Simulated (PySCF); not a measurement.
Computed structure and properties of [Y(NH2)4]−

System: [Y(NH2)4]− (singlet); start: displaced along the imaginary mode (S4). Method: PySCF 2.14.0, RKS PBE0, Y def2-SVP with ECP28, N def2-SVP, H def2-SVP; non-relativistic Hamiltonian with scalar-relativistic core potentials where named; density fitting; no spin-orbit coupling.

Input of the relaxation:

```python
mol = gto.M(atom='''
Y     -0.00000    -0.00000    -0.00000
N      1.14089     1.35864     1.35998
H      1.79389     1.04347     2.12152
H      1.36914     2.36276     1.15021
N     -1.14089    -1.35998     1.35864
H     -1.36914    -1.15021     2.36276
H     -1.79389    -2.12152     1.04347
N      1.14089    -1.35864    -1.35998
H      1.36914    -2.36276    -1.15021
H      1.79389    -1.04347    -2.12152
N     -1.14089     1.35998    -1.35864
H     -1.79389     2.12152    -1.04347
H     -1.36914     1.15021    -2.36276''',
    basis={'Y': 'def2-SVP', 'N': 'def2-SVP', 'H': 'def2-SVP'},
    ecp={'Y': 'def2-SVP'},
    charge=-1, spin=0)
mf = dft.RKS(mol, xc='PBE0')
mf.grids.atom_grid = (50, 194)
mf = mf.density_fit()  # fitting sets: Y def2-universal-JKFIT, N def2-universal-JKFIT, H def2-universal-JKFIT
mf.conv_tol = 1e-08; mf.max_cycle = 55
mf.kernel(dm0)  # dm0: converged density of the start geometry
# quasi-Newton relaxation in Cartesian coordinates to a largest gradient under 0.00045 Eh/bohr, steps kept in the point group
```

Run from Python with OMP_NUM_THREADS=2; the lines above give its settings. Where DIIS fails, smearing, a level shift and second-order steps follow.
It took 2 min on 2 threads of Intel(R) Xeon(R) 6975P-C (Granite Rapids) (shared host), from the converged density of the start.

Course of the relaxation:

```csv
step,energy above end (eV),largest force component within the symmetry (eV/Å)
0,0.2287,1.185
1,0.0580,0.077
2,0.0555,0.047
3,0.0529,0.062
4,0.0506,0.107
5,0.0459,0.244
6,0.0384,0.167
7,0.0272,0.079
17,0.0019,0.085
18,0.0005,0.052
19,0.0004,0.051
20,0.0001,0.026
21,0.0000,0.010
22,0.0000,0.012
```
(The steps between are left out.)

Relaxed geometry (S4):

```xyz
13

Y     0.0001    0.0000    0.0000
N     1.3377    1.3189    1.2023
H     2.1996    1.0046    1.6507
H     1.2903    2.3214    1.3819
N    -1.3375   -1.2024    1.3189
H    -1.2901   -1.3819    2.3214
H    -2.2000   -1.6503    1.0045
N     1.3377   -1.3189   -1.2023
H     1.2903   -2.3214   -1.3819
H     2.1996   -1.0046   -1.6507
N    -1.3375    1.2024   -1.3189
H    -2.2000    1.6503   -1.0045
H    -1.2901    1.3819   -2.3214
```

```
     contact      Å
 Y1–N2 (NH2)  2.230
 Y1–N5 (NH2)  2.230
 Y1–N8 (NH2)  2.230
Y1–N11 (NH2)  2.230
```

On the finer grid (75, 302):

```yaml
HOMO: -1.15 eV
LUMO: 3.84 eV
Dipole_about_the_centre_of_mass: 0.00 D
Set_of_Mulliken_populations_of_Y1_outside_the_core_potential: s 2.34, p 6.52, d 1.49, f 0.11
D3_BJ_dispersion_energy_not_in_the_energies: -0.206 eV
```

```
atom  Mulliken (e)  Löwdin (e)  spin (e)
  Y1          0.55       -0.12      0.00
  N2         -0.53       -0.30      0.00
  H3          0.07        0.04      0.00
  H4          0.07        0.04      0.00
  N5         -0.53       -0.30      0.00
  H6          0.07        0.04      0.00
  H7          0.07        0.04      0.00
  N8         -0.53       -0.30      0.00
  H9          0.07        0.04      0.00
 H10          0.07        0.04      0.00
 N11         -0.53       -0.30      0.00
 H12          0.07        0.04      0.00
 H13          0.07        0.04      0.00
```

On the grid (50, 194), as all that follows. Harmonic modes: a minimum; lowest 98 cm⁻¹ (negative: unstable), highest 3606 cm⁻¹, zero-point energy 2.519 eV.

Taking off one NH2 (charge -1, singlet; the rest: singlet) in vacuum, both parts rigid, costs 5.30 eV; the small basis without counterpoise inflates it.

Rigid scan of NH2 along the line from its metal:

```csv
distance to N2 (Å),energy (eV)
1.93,0.802
2.03,0.308
2.13,0.067
2.23,0.000
2.33,0.051
2.43,0.179
2.63,0.560
2.93,1.228
3.33,2.045
3.83,2.836
```

One start shape was tried, so this needn't be the lowest isomer.
